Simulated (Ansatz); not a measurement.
Steps of a relaxation of C2H5NSn (`C#C[NH][SnH3]`) with RKS PBE-D4/def2-SVP.

```sh
$ ansatz run in.yaml --threads 2 --pin off --events-out ev --progress --plain --max-ram 4352MiB
```

```yaml
crystal:
  periodic: [false, false, false]
  atoms:
    - {symbol: C, position_ang: [1.080000, 2.174500, -0.535600]}
    - {symbol: C, position_ang: [0.882600, 1.022300, -0.474000]}
    - {symbol: N, position_ang: [0.684700, -0.359600, -0.400600]}
    - {symbol: Sn, position_ang: [-0.895800, -1.127400, 0.498500]}
    - {symbol: H, position_ang: [1.160800, 3.260800, -0.630100]}
    - {symbol: H, position_ang: [1.445600, -0.985300, -0.773600]}
    - {symbol: H, position_ang: [-2.361000, -0.585900, -0.361000]}
    - {symbol: H, position_ang: [-0.858700, -2.869600, 0.453700]}
    - {symbol: H, position_ang: [-1.049600, -0.576100, 2.205700]}
basis:
  gaussian: {orbitals: def2-SVP}
hamiltonian: {xc: pbe, dispersion: d4}
relax: {f_tol: 0.03, max_steps: 200}
```

Positions (Å) and forces (eV/Å) along the path, 7 of 7 steps:

```xyz
9
step=1 energy=-9466.1118 eV
C     1.080    2.175   -0.536    0.820    6.980   -0.373
C     0.883    1.022   -0.474   -0.915   -8.638    0.289
N     0.685   -0.360   -0.401    2.348    1.912   -1.181
Sn   -0.896   -1.127    0.498   -2.532   -0.537    1.384
H     1.161    3.261   -0.630    0.064   -0.553    0.065
H     1.446   -0.985   -0.774   -0.739    0.938    0.381
H    -2.361   -0.586   -0.361    0.523   -0.123    0.242
H    -0.859   -2.870    0.454    0.225    0.205   -0.075
H    -1.050   -0.576    2.206    0.206   -0.183   -0.732
9
step=2 energy=-9466.5134 eV
C     1.080    2.176   -0.539   -0.202    0.229    0.030
C     0.860    0.969   -0.467    0.075   -1.222   -0.016
N     0.638   -0.373   -0.381    0.719    1.081   -0.403
Sn   -1.044   -1.135    0.529    0.369   -0.632   -0.186
H     1.182    3.249   -0.637    0.066   -0.115    0.005
H     1.417   -0.981   -0.680   -0.334    0.248    0.123
H    -2.366   -0.547   -0.348   -0.369    0.067   -0.172
H    -0.723   -2.843    0.395   -0.196    0.200    0.039
H    -0.955   -0.561    2.109   -0.128    0.143    0.581
9
step=3 energy=-9466.5758 eV
C     1.093    2.188   -0.549   -0.222   -0.057    0.042
C     0.885    0.976   -0.492    0.185   -0.018   -0.034
N     0.669   -0.346   -0.420    0.007    0.080   -0.021
Sn   -1.009   -1.144    0.535    0.112   -0.064   -0.055
H     1.192    3.260   -0.634    0.071   -0.033   -0.011
H     1.453   -0.945   -0.701   -0.132    0.010    0.062
H    -2.385   -0.593   -0.336   -0.038    0.037   -0.025
H    -0.797   -2.853    0.415    0.020    0.020   -0.004
H    -1.012   -0.589    2.165   -0.002    0.024    0.046
9
step=4 energy=-9466.5791 eV
C     1.088    2.186   -0.548   -0.192    0.006    0.027
C     0.881    0.974   -0.499    0.182    0.033   -0.023
N     0.658   -0.345   -0.432   -0.002   -0.014   -0.026
Sn   -1.006   -1.146    0.533   -0.026    0.007    0.006
H     1.196    3.256   -0.631    0.066   -0.014   -0.010
H     1.446   -0.950   -0.681   -0.042   -0.006    0.024
H    -2.384   -0.582   -0.336    0.006   -0.007    0.012
H    -0.781   -2.852    0.409    0.009    0.002   -0.005
H    -1.009   -0.587    2.167   -0.001   -0.007   -0.006
9
step=5 energy=-9466.5848 eV
C     1.045    2.189   -0.563    0.043    0.002    0.002
C     0.895    0.970   -0.512   -0.068   -0.018   -0.016
N     0.651   -0.347   -0.460    0.068   -0.045   -0.003
Sn   -1.007   -1.142    0.530    0.017    0.026   -0.014
H     1.210    3.252   -0.629   -0.014    0.033    0.008
H     1.461   -0.955   -0.617   -0.042    0.006    0.016
H    -2.388   -0.566   -0.321   -0.009    0.005   -0.002
H    -0.784   -2.845    0.385    0.004   -0.012   -0.001
H    -0.996   -0.604    2.171    0.000    0.002    0.010
9
step=6 energy=-9466.5854 eV
C     1.039    2.180   -0.559   -0.005   -0.022    0.002
C     0.891    0.960   -0.524    0.023    0.025   -0.010
N     0.658   -0.360   -0.485   -0.054   -0.001    0.020
Sn   -1.002   -1.131    0.524    0.007   -0.031   -0.006
H     1.180    3.248   -0.612    0.003    0.014   -0.002
H     1.476   -0.966   -0.590    0.030    0.001   -0.005
H    -2.382   -0.546   -0.322   -0.002    0.011   -0.002
H    -0.795   -2.838    0.385   -0.005   -0.006    0.001
H    -0.977   -0.595    2.166    0.003    0.010    0.002
9
step=7 energy=-9466.5856 eV
C     1.035    2.180   -0.560    0.003    0.003    0.000
C     0.891    0.959   -0.523   -0.006   -0.005    0.001
N     0.660   -0.361   -0.480   -0.011    0.003    0.003
Sn   -1.001   -1.136    0.524    0.005    0.009   -0.006
H     1.175    3.248   -0.614    0.000    0.000   -0.001
H     1.482   -0.962   -0.590    0.008   -0.007    0.000
H    -2.375   -0.536   -0.322    0.000   -0.004    0.000
H    -0.805   -2.845    0.385    0.000    0.007   -0.001
H    -0.973   -0.593    2.163    0.000   -0.005    0.004
```

Run time 12 s (2 threads of an Arm Neoverse V1 on a shared host); peak host memory 0.13 GiB.
